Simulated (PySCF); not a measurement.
Cartesian coordinates (Å):
```xyz
15

B     -2.9387     0.0136    -0.1400
C     -1.7696    -0.8627     0.2985
C     -0.4598    -0.5875     0.1177
C      0.0926     0.5852    -0.5233
C      1.3937     0.8302    -0.6940
C      2.5546    -0.0096    -0.2836
H     -4.0592    -0.3367     0.0708
H     -2.7741     1.0545    -0.6966
H     -1.9805    -1.8005     0.8043
H      0.2647    -1.3085     0.4835
H     -0.6152     1.3155    -0.8905
H      1.6573     1.7562    -1.1954
H      2.2691    -0.9277     0.2229
H      3.2112     0.5549     0.3823
H      3.1538    -0.2769    -1.1571
```
Charge 0, spin multiplicity 1.

Question: What HOMO, HOMO–LUMO gap and dipole moment does TPSSh-D3(BJ)/def2-TZVP // CAM-B3LYP-D3(BJ)/def2-TZVP in PySCF give?

Answer: 
| Property | Result |
|---|---|
| HOMO | -6.40 eV |
| HOMO–LUMO gap | 3.86 eV |
| dipole moment | 2.75 D |
